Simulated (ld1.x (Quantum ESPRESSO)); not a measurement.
Scattering properties, PAW potential for Si (Z = 14)

```json
{
  "Element": "silicon (Si)",
  "Generator": "ld1.x (Quantum ESPRESSO) 7.5",
  "Type": "PAW",
  "Functional": "BP86",
  "Relativity": "fully relativistic",
  "Frozen core": "[Ne]",
  "Valence charge": "4",
  "Reference configuration": "3s2 3p2",
  "Partial waves": "3s (bound): rcut 1.60, rcutus 1.80 bohr; 3s channel at 4.6 Ry: rcut 1.60, rcutus 1.80 bohr; 3p (bound): rcut 1.40, rcutus 1.80 bohr; 3p channel at 1.2 Ry: rcut 1.40, rcutus 1.80 bohr; 3d channel at 0.3 Ry: rcut 1.50, rcutus 1.95 bohr; 3d channel at 2.05 Ry: rcut 1.50, rcutus 1.95 bohr",
  "Local potential": "all-electron potential smoothed inside 1.45 bohr (lloc = -2)",
  "Core correction": "a·sin(br)/r model core inside 1.05 bohr",
  "Augmentation charge": "PSQ, radius 1.25 bohr"
}
```

Open shells are filled in proportion to 2j + 1 (rel_dist='average').

The phase is arctan(r·u′/u) with u = r·R(r), unwrapped; energies in Ry, scanned from -3 to 5 Ry. A pole is an energy at which the radial function vanishes at the test radius. The pseudo phase is shifted by a multiple of π to meet the all-electron one at the reference energy, and phase errors are pseudo minus all-electron; the curves can meet again beyond the range given. Levels narrower than the energy grid can be missing from the lists of poles.

Problem. For each channel, where are the poles, and over which energies does the pseudopotential scatter like the atom?

Solution.

```
channel  radius (bohr)  reference energy (Ry)  poles, all-electron  poles, pseudo  unbroken range about the reference energy with phases within 0.05 rad  phase error 1 Ry above the reference energy (rad)
      s           2.15                  -0.80                 1.33           1.33                                                        the whole range                                             -0.000
   p1/2           2.15                  -0.31                 2.27           2.27                                                        the whole range                                             -0.000
   p3/2           2.15                  -0.31                 2.29           2.29                                                        the whole range                                             -0.000
   d3/2           2.15                   0.30                 3.08           3.09                                                        the whole range                                             +0.000
   d5/2           2.15                   0.30                 3.08           3.09                                                        the whole range                                             +0.000
```

The ghost test of this file was not conclusive.

Phases in the s channel:

```csv
E (Ry),all-electron,pseudo
-3.00,1.188,1.187
-2.52,1.111,1.110
-2.04,0.975,0.974
-1.56,0.684,0.684
-1.08,-0.023,-0.023
-0.60,-0.865,-0.865
-0.12,-1.242,-1.242
0.36,-1.411,-1.411
0.84,-1.506,-1.506
1.32,-1.570,-1.570
1.80,-1.619,-1.619
2.28,-1.662,-1.662
2.76,-1.703,-1.703
3.24,-1.748,-1.748
3.72,-1.800,-1.800
4.20,-1.869,-1.869
4.68,-1.970,-1.970
```
